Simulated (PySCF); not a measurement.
# Electron correlation in Br (bromine, neutral)

[Ar] 3d10 4s2 4p4 4d1, one real determinant (an excited configuration). All numbers are calculated (PySCF 2.14, a scalar-relativistic core potential, in aug-cc-pV5Z-PP with ECP10MDF (8s7p6d4f3g2h, 136 functions)). Frozen: 3s2 3p6 3d10; 7 electrons correlated.

MP2 pair energies summed by pair of shells (mhartree):

| pair | energy | share (%) |
| --- | --- | --- |
| 4s-4p | -54.04 | 41.2 |
| 4p-4p | -51.14 | 39.0 |
| 4p-4d | -11.58 | 8.8 |
| 4s-4s | -9.90 | 7.5 |
| 4s-4d | -4.58 | 3.5 |

Total MP2 correlation energy: -131.24 mhartree.

Same-spin part -32.42 and opposite-spin part -98.82 mhartree; SCS-MP2 scales them by 1/3 and 6/5 to -129.39 mhartree.

The reference is one real determinant that mixes LS terms of this configuration.
